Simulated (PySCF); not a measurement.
Cl3HOZr, SMILES [Cl][Zr]([Cl])([Cl])[OH], multiplicity 1. Geometry: PBE-D3(BJ)/def2-SVP. The spin state was assumed, not searched. The isomer is the one that the SMILES or the coordinates give; other isomers of the formula were not compared. The def2 effective core potentials stand for the cores of Zr; spin–orbit coupling is left out. One conformer was computed; it need not be the lowest.

Calculation: PBE-D3(BJ)/def2-SVP (PySCF).

Harmonic wavenumbers (cm⁻¹): 94, 94, 106, 140, 141, 286, 286, 369, 411, 411, 750, 3849. Rotational constants (GHz): 1.328, 1.328, 0.9604; symmetry number 3.

Question: Work out the zero-point energy and the ideal-gas rigid-rotor harmonic-oscillator thermochemistry at 298.15 K and 1 atm.

Answer: ZPE = ½ Σ hcν = ½ × 6937 cm⁻¹ = 41.49 kJ/mol. H − E(el) = 65.71 kJ/mol. Entropy in J/(mol K): translation 175.70, rotation 114.83, vibration 93.21, total 383.75. G − E(el) = -48.71 kJ/mol. Cp = 109.57 J/(mol K). Modes under 150 cm⁻¹ make the vibrational entropy uncertain.
